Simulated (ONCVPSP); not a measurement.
# Pseudopotential generation for aluminium (Al): ONCV, PBE, scalar-relativistic.

- Element: Al
- Generator: ONCVPSP 4.0.1
- Type: optimised norm-conserving Vanderbilt (ONCV)
- Functional: PBE
- Relativity: scalar-relativistic
- Frozen core: [He]
- Valence charge: 11
- Reference configuration: 2s2 2p6 3s2 3p1
- Partial waves: 2s+3s: rc 1.05 bohr, ncon 5, nbas 8, qcut 10.9 1/bohr, 2 projectors; 2p+3p: rc 1.05 bohr, ncon 3, nbas 8, qcut 15.9 1/bohr, 2 projectors; d scattering state at 0.17 Ha: rc 0.90 bohr, ncon 5, nbas 10, qcut 11.5 1/bohr, 1 projector
- Local potential: polynomial inside 0.90 bohr (lpopt 5, dvloc0 1 Ha)
- Core correction: none

All-electron outer shells of the reference configuration (PBE, scalar-relativistic, ld1.x):

```tsv
shell	level (eV)	outermost node (bohr)	outermost maximum (bohr)
1s	-1511.14	–	0.08
2s	-108.17	0.16	0.50
2p	-69.64	–	0.43
3s	-7.75	0.80	2.09
3p	-2.71	0.82	2.64
```

Problem. Does the generator finish with these settings?

Solution. Yes, a potential is produced and its reference levels are reproduced.

Problem. Estimate the cutoffs (Ha) at which the residual kinetic energy of the hardest occupied pseudo-wave falls to 1 and 0.1 mHa per electron.

Solution. 84 Ha and 96 Ha.

Problem. Does the potential have ghost states?

Solution. No bound ghost flagged; no localised positive-energy state flagged.

Problem. Which valence shell sets the plane-wave cutoff?

Solution. 2p: 84 Ha for 1 mHa per electron, against 66 Ha for 3p.

Its largest configuration-test error is +299 meV (2s2 2p5 3s2 3p1). 1 of 4 tests not solved or not reliable.
